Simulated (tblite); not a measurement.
Start geometry of `Cl[C@H]([SiH2]C(=C)C)F` from a force field or distance geometry (Å):
```
atom  x, y, z in Å
C1    -0.573   -0.747    1.430
C2    -0.785   -0.037    0.322
C3    -2.160    0.206   -0.196
Si4    0.618    0.670   -0.615
C5     2.195   -0.293   -0.462
F6     2.127   -1.333    0.408
Cl7    3.559    0.785   -0.068
H8    -1.482   -1.123    1.932
H9     0.395   -0.959    1.859
H10   -2.612   -0.746   -0.510
H11   -2.064    0.926   -1.055
H12   -2.789    0.715    0.598
H13    0.869    2.033   -0.143
H14    0.260    0.648   -2.052
H15    2.437   -0.737   -1.469
```

Q: What comes out of this run: GFN2-xTB geometry optimisation, gas phase (tblite 0.8.0)?

A: 
```
atom  x, y, z in Å
C1    -0.6628   -0.9829    1.2503
C2    -0.8276   -0.0987    0.2720
C3    -2.1938    0.3854   -0.1158
Si4    0.6026    0.6487   -0.7058
C5     2.2424   -0.2666   -0.2545
F6     2.5762   -0.0897    1.0577
Cl7    3.5491    0.4265   -1.2503
H8    -1.5001   -1.3868    1.7999
H9     0.3092   -1.3343    1.5518
H10   -2.3893    0.1604   -1.1626
H11   -2.2550    1.4658    0.0014
H12   -2.9658   -0.0788    0.4933
H13    0.8175    2.0582   -0.3772
H14    0.4403    0.4458   -2.1482
H15    2.2526   -1.3449   -0.4338
```

The energy falls by 10.2 kcal/mol over 173 L-BFGS steps, the largest force on an atom goes from 1.98 to 0.008 eV/Å, and the atoms move by 0.785 Å rms after alignment. The bond that changes most is Si4–C5 (SiH2 silicon to sp3 C–F carbon), which lengthens by 0.077 Å. Bonds longer at the end by more than 0.005 Å: 4 of 14; shorter: 6. Among the angles that change most is Si4–C5–H15, from 108.3° to 115.9°. Among the dihedrals that turn most is H14–Si4–C5–F6, from -124° to 176°. Rotational constants go from 3670, 938.9, 817.5 to 3777, 880.4, 747.5 MHz. The orientation of the end geometry is arbitrary; only internal coordinates are fixed.

The run took 2.2 s of wall time on one thread, Arm Neoverse N1 (aarch64) (shared host).

Its GFN2-xTB frequencies are all real (lowest 38 cm⁻¹). The numbers are those of one conformer. 3 starts were optimised and ended at 0.00, 0.28 and 0.32 kcal/mol (GFN2-xTB); the lowest of these is shown.

The numbers are calculated, not measured.
